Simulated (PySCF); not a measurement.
Sn(OH)4 (H4O4Sn), SMILES [OH][Sn]([OH])([OH])[OH]. Geometry optimised at PBE0-D3(BJ)/def2-SVP. The structure was generated by enumeration; whether it is a known compound was not checked. The def2 effective core potentials stand for the cores of Sn; spin–orbit coupling is left out. Other conformers were not sampled.

Computed equilibrium geometry at PBE0-D3(BJ)/def2-SVP (PySCF confirms it by a frequency run) as Cartesian coordinates in Å, and its point group (one conformer of several):
point group S4.
```xyz
9

O     -1.2694    -1.0836     1.0381
Sn     0.0000     0.0000     0.0000
O      1.2694     1.0836     1.0381
O      1.0836    -1.2694    -1.0381
O     -1.0836     1.2694    -1.0381
H     -0.9059    -1.9585     1.2242
H      0.9059     1.9585     1.2242
H      1.9585    -0.9059    -1.2242
H     -1.9585     0.9059    -1.2242
```
